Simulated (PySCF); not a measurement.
**[Tl(NH2)2]+ at several levels of theory**

Computed with PySCF 2.14.0 (density fitting, no spin-orbit coupling) at the geometry relaxed with PBE0:

```xyz
7
[Tl(NH2)2]+ (singlet)
Tl    0.0388   -0.0527   -0.0004
N    -0.1071    0.1053    2.0068
H     0.7863    0.3752    2.4285
H    -0.4258   -0.7679    2.4346
N     0.1828    0.1955   -1.9989
H     0.5043   -0.6576   -2.4629
H    -0.7124    0.4792   -2.4077
```

```
level                                              basis    state  HOMO (eV)  gap (eV)  charge on Tl1 (e)  dipole about the centre of mass (D)  largest force component (eV/Å)
 PBE0     Tl def2-SVP with ECP60, N def2-SVP, H def2-SVP  singlet     -13.19      5.83               0.82                                 1.70                            0.02
 BP86                                           the same  singlet     -11.96      3.54               0.71                                 1.55                            0.40
   HF                                           the same  singlet     -16.35     12.41               1.09                                 2.01                            0.66
 TPSS                                           the same  singlet     -11.90      3.74               0.75                                 1.55                            0.34
 PBE0  Tl def2-TZVP with ECP60, N def2-TZVP, H def2-TZVP  singlet     -13.26      5.97               1.00                                 1.61                            0.30
 PBE0          Tl x2c-SVPall, N x2c-SVPall, H x2c-SVPall  singlet     -13.17      5.85               0.87                                 1.70                            0.55
```

Charges are Mulliken's, which hang on the basis. The relaxation used the grid (50, 194), these runs (75, 302) or, all-electron (x2c bases, spin-free X2C Hamiltonian), (99, 590).

Question: What does PBE with Tl def2-SVP with ECP60, N def2-SVP, H def2-SVP give here?

Answer: state singlet, HOMO (eV) -11.85, gap (eV) 3.53, charge on Tl1 (e) 0.71, dipole about the centre of mass (D) 1.54, largest force component (eV/Å) 0.37. Time: 3.2 s on 2 threads of Arm Neoverse V1, on a shared host, from an already converged density.

In the first row's basis the gap widens with exact exchange: 3.5 to 3.7 eV for PBE, BP86, TPSS (none); 5.8 eV for PBE0 (a fixed share); 12.4 eV for Hartree–Fock (rising or full at long range).
